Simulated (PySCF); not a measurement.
In(Cl)2(Me) (CH3Cl2In), SMILES [CH3][In]([Cl])[Cl]. Atoms are numbered in the order given.

```xyz
7

In    -0.1664     0.1666    -0.1297
Cl     2.0160    -0.3736    -0.8612
Cl    -0.7048    -0.9388     1.8896
C     -1.4999     1.4997    -1.1774
H     -2.4188     1.6232    -0.5903
H     -1.7253     1.0598    -2.1586
H     -0.9921     2.4645    -1.3112
```
Charge 0, spin multiplicity 1.

Coordinates come from a B3LYP-D3(BJ)/def2-SVP optimisation. The structure was generated by enumeration; whether it is a known compound was not checked. The def2 effective core potentials stand for the cores of In; spin–orbit coupling is left out.

The numbers are results of B3LYP-D3(BJ)/def2-SVP in PySCF 2.14.0, not measurements.

Frequencies are harmonic and unscaled.

A small imaginary wavenumber (i) marks a very flat motion, where grid noise or a shallow saddle decides the sign.

```tsv
mode	ν (cm⁻¹)	IR (km/mol)	Raman (Å⁴/amu)	depolarisation	moving atoms (share of kinetic energy)
1	17i	0.0	0.0	–	H 99 %
2	97	3.8	4.7	0.75	C 48 %, H 23 %, Cl 17 %, In 12 %
3	102	8.5	3.3	0.75	Cl 79 %, In 18 %
4	104	5.4	0.2	0.75	In 36 %, C 26 %, Cl 24 %, H 14 %
5	345	23.7	24.5	0.10	Cl 84 %, In 10 %
6	367	61.1	5.9	0.75	Cl 72 %, In 28 %
7	502	14.5	30.9	0.24	C 68 %, H 16 %, In 14 %
8	727	24.8	0.1	0.75	H 86 %, C 14 %
9	753	49.2	1.5	0.74	H 85 %, C 15 %
10	1179	5.4	23.9	0.22	H 83 %, C 17 %
11	1428	1.6	9.2	0.75	H 95 %
12	1430	3.1	8.0	0.75	H 95 %
13	3056	2.0	150.7	0.00	H 98 %
14	3170	0.1	98.9	0.75	H 90 %, C 10 %
15	3184	0.1	99.8	0.75	H 90 %, C 10 %
```
